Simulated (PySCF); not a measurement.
Te(OH)2 (H2O2Te), SMILES O[Te]O.

Geometry: PBE-D3(BJ)/def2-TZVP. The def2 effective core potentials stand for the cores of Te; spin–orbit coupling is left out. Other conformers were not sampled.

Computed with B3LYP/def2-TZVPD in PySCF.

The molecule is in vacuum.

Computed frontier levels, gap, dipole moment and polarisability:
| Item | Value |
|---|---|
| highest occupied level | -6.15 eV |
| lowest empty level | -2.00 eV |
| orbital gap | 4.14 eV |
| dipole moment | 0.89 D |
| quadrupole, principal values (traceless, Buckingham form, about the centre of nuclear charge) | -9.11, 1.43, 7.67 D·Å |
| mean static polarisability | 51.5 bohr³ (7.63 Å³) |
| polarisability, principal values | 48.4, 49.7, 56.4 bohr³ |
